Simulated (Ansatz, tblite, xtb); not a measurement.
**C2H6SSi (SMILES C[Si]SC): methods side by side**

C2H6SSi: 10 atoms, total charge 0, spin state singlet. SMILES: `C[Si]SC`. Geometry: relaxed at PBE0-D4/def2-TZVP. This is one conformer, not always the lowest.

```xyz
10

C    -0.4745    1.4980    0.2120
Si   -1.5322    0.6646   -1.1318
S    -0.6846   -1.2775   -1.1970
C     0.6784   -1.4482   -0.0131
H    -0.5638    0.9760    1.1710
H     0.5874    1.5034   -0.0563
H    -0.7952    2.5319    0.3564
H     0.3317   -1.2779    1.0052
H     1.4837   -0.7531   -0.2464
H     1.0523   -2.4684   -0.0970
```

Quantity: the dipole moment, in D. The values are calculated.

| level | kind | program | value (D) |
| --- | --- | --- | --- |
| GFN2-xTB | semi-empirical | xtb | 2.98 |
| GFN0-xTB | semi-empirical | xtb | 2.31 |
| GFN1-xTB | semi-empirical | xtb | 1.87 |
| IPEA1-xTB | semi-empirical | tblite | 2.31 |
| HF/STO-3G | Hartree–Fock | Ansatz | 1.14 |
| HF/3-21G | Hartree–Fock | Ansatz | 3.38 |
| HF/def2-SVP | Hartree–Fock | Ansatz | 2.84 |
| B3LYP/6-31G | global hybrid | Ansatz | 3.29 |
| B3LYP/6-31G* (spherical functions) | global hybrid | Ansatz | 2.95 |
| B3LYP/6-31G* (Cartesian functions) | global hybrid | Ansatz | 2.95 |

The values span 1.14 to 3.38 D. Sets without polarisation functions give poor dipoles. Without the sets that lack polarisation functions the rows with a basis span only 2.84 to 2.95 D.
